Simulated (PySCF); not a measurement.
## ORD: `InChI=1S/C10H16S/c1-11-10-8-6-4-2-3-5-7-9-10/h6H,2-5,7,9H2,1H3`

Geometry (Å), atoms numbered from 1 in this order:
```xyz
27

C     3.1332   -0.8378    1.1256
S     2.5939    0.7499    0.4777
C     1.2211    0.2706   -0.5341
C     0.8798   -0.9838   -0.7337
C     0.2709   -2.1465   -0.6822
C    -0.8188   -2.4018    0.3400
C    -1.3820   -1.1121    0.9346
C    -2.0634   -0.2361   -0.1252
C    -1.9767    1.2759    0.0687
C    -0.5794    1.9066    0.0993
C     0.4013    1.4529   -1.0001
H     3.3811   -1.5255    0.3036
H     4.0320   -0.6439    1.7267
H     2.3586   -1.2940    1.7584
H     0.4940   -2.9399   -1.4068
H    -1.6250   -2.9756   -0.1511
H    -0.4330   -3.0609    1.1389
H    -0.5587   -0.5596    1.4158
H    -2.0917   -1.3576    1.7412
H    -1.6403   -0.4797   -1.1129
H    -3.1286   -0.5151   -0.1932
H    -2.5523    1.7451   -0.7485
H    -2.4976    1.5646    0.9987
H    -0.0964    1.7287    1.0742
H    -0.7074    2.9995    0.0353
H    -0.1340    1.1901   -1.9254
H     1.0825    2.2812   -1.2557
```

Computed with TDDFT CAM-B3LYP/def2-SVP circular dichroism and optical rotation, one conformer, gas phase in PySCF 2.14.0. Geometry: PBE0-D3(BJ)/def2-SVP.

States above about 7.1 eV (minus the energy of the highest occupied orbital) lie near or above the ionisation threshold and depend on the basis. No stereocentre is labelled: unless the shape is locked (an allene, a helicene, a hindered biaryl), the mirror image is equally populated and a measured rotation or CD is zero.

(1) Give the optical rotatory dispersion at 633, 589.3, 546, 436, 405, 365, 355 nm.

(2) And for the mirror image at 589.3 nm?

(3) What is the molar rotation [Φ] = [α]·M/100 of the geometry above at 589.3 nm?

Answers

(1) [α] in deg dm⁻¹ (g/mL)⁻¹:
| λ (nm) | origin-invariant length gauge | modified velocity gauge | length gauge (centre of mass) | isotropic polarisability (au) |
| --- | --- | --- | --- | --- |
| 633 | +575.7 | +522.8 | +578.6 | 124.8 |
| 589.3 | +679.4 | +617.5 | +683.0 | 125.3 |
| 546 | +814.3 | +740.8 | +818.8 | 126.0 |
| 436 | +1442.2 | +1317.2 | +1451.2 | 128.8 |
| 405 | +1770.8 | +1620.5 | +1782.6 | 130.1 |
| 365 | +2423.1 | +2226.0 | +2440.9 | 132.4 |
| 355 | +2652.1 | +2439.7 | +2672.1 | 133.2 |

(2) -679.4 deg dm⁻¹ (g/mL)⁻¹ (origin-invariant length gauge): the same size and the opposite sign.

(3) With M = 168.30 g/mol, +1143.4 deg cm² dmol⁻¹ (origin-invariant length gauge).

The first excitation lies at 4.68 eV (265 nm) with R = +7.7 × 10⁻⁴⁰ esu² cm² (velocity form).
